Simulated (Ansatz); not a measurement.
Computed with Ansatz on PBE0-D4/def2-TZVP structures; ΔE is electronic, products minus reactants. CBS: MP2 limit from def2 TZ/QZ plus the TZ coupled-cluster correction, frozen cores. DFT in def2-TZVPP. B3LYP here is the variant with VWN-RPA as its local correlation; programs differ in this. Elements past krypton have def2 core potentials. For In outer-core shells are correlated without core-valence functions, which leaves a few kJ/mol of doubt a bond. Each species was taken in one conformer, which may not be the lowest.

Consider the formal exchange of groups at the In–O bond: `C[O][In]([F])[Cl]` + `C=CCC=O` → `C=[CH][In]([F])[Cl]` + `COCC=O`.

```
             level  ΔE (kJ/mol)  difference from CCSD(T)/CBS
            PBE-D4         58.8                         -3.8
           PBE0-D4         55.3                         -7.3
            r2SCAN         60.4                         -2.2
             B3LYP         57.5                         -5.1
    MP2/def2-TZVPP         60.4                         -2.2
SCS-MP2/def2-TZVPP         59.8                         -2.8
   CCSD/def2-TZVPP         55.4                         -7.2
     HF/def2-QZVPP         57.5                         -5.1
SCS-MP2/def2-QZVPP         64.1                          1.5
    CCSD/CBS(def2)         61.7                         -0.9
       CCSD(T)/CBS         62.6                            0
```

Largest T1 diagnostic among the species: 0.016.

From PBE to PBE0 (25 % exact exchange), in def2-TZVPP and without D4, ΔE moves by −3.5 kJ/mol.
